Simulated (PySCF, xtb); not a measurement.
C7H5N3S, SMILES c1cnc(-c2nccs2)nc1.

GFN2-xTB (xtb 6.7.1) at its own geometry gives an orbital gap of 2.07 eV and a dipole moment of 1.56 D.

The structure is a stationary point at B3LYP-D3(BJ)/def2-SVP. The values are those of a single conformer.

**Question.** What does PBE/def2-SVP (PySCF) give? (The exact figures need the calculation; the answer reports its results.)

**Answer.** gap 3.01 eV (levels -5.69 and -2.68 eV), dipole 1.84 D.
